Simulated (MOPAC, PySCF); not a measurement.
C₈H₂₀Si, SMILES `CC[Si](CC)(CC)CC`, neutral singlet in the gas phase. 

Z-matrix (Å, degrees):
```
Si
C 1 1.8972
H 2 1.1048 1 108.12
H 2 1.1050 3 105.46 1 115.42
C 2 1.5348 3 110.00 4 118.62
H 5 1.1024 2 111.58 3 62.66
H 5 1.1024 6 107.00 2 -122.21
H 5 1.1026 6 107.17 7 -114.70
C 1 1.8972 2 109.34 3 -59.21
H 9 1.1048 1 108.12 2 -60.95
H 9 1.1050 10 105.46 1 -115.42
C 9 1.5348 10 110.00 11 -118.62
H 12 1.1024 9 111.58 10 -62.66
H 12 1.1024 13 107.00 9 122.21
H 12 1.1026 13 107.17 14 114.70
C 1 1.8972 2 109.34 3 60.95
H 16 1.1048 1 108.12 2 59.21
H 16 1.1050 17 105.46 1 -115.42
C 16 1.5348 17 110.00 18 -118.62
H 19 1.1024 16 111.58 17 -62.66
H 19 1.1024 20 107.00 16 122.21
H 19 1.1026 20 107.17 21 114.70
C 1 1.8972 2 109.73 3 -179.13
H 23 1.1048 1 108.12 2 -179.13
H 23 1.1050 24 105.46 1 115.42
C 23 1.5348 24 110.00 25 118.62
H 26 1.1024 23 111.58 24 62.66
H 26 1.1024 27 107.00 23 -122.21
H 26 1.1026 27 107.17 28 -114.70
```
Charge 0, multiplicity 1.

All levels are single points at this geometry (B3LYP-D3(BJ)/def2-SVP); Pople sets use spherical d functions. Orbital energies aren't observables, and empty levels follow the basis.

```csv
level,HOMO (eV),LUMO (eV),gap (eV),dipole (D),"vertical IE, Delta-SCF (eV)"
B3LYP-D3(BJ)/def2-TZVP in PySCF,-7.47,0.61,8.08,0.00,9.21
PBE-D3(BJ)/def2-TZVP in PySCF,-6.39,0.13,6.52,0.00,–
B3LYP/3-21G in PySCF,-7.29,2.39,9.69,0.00,–
B3LYP/6-311+G** in PySCF,-7.50,-0.17,7.33,0.00,–
B3LYP/LANL2DZ in PySCF,-7.38,2.22,9.60,0.00,–
BP86/6-31G* in PySCF,-6.25,1.25,7.50,0.00,–
SVWN5/6-31G* in PySCF,-6.17,1.02,7.19,0.00,–
HF/3-21G in PySCF,-10.60,6.21,16.81,0.00,–
PM3 in MOPAC,-9.95,0.88,10.83,0.00,–
```
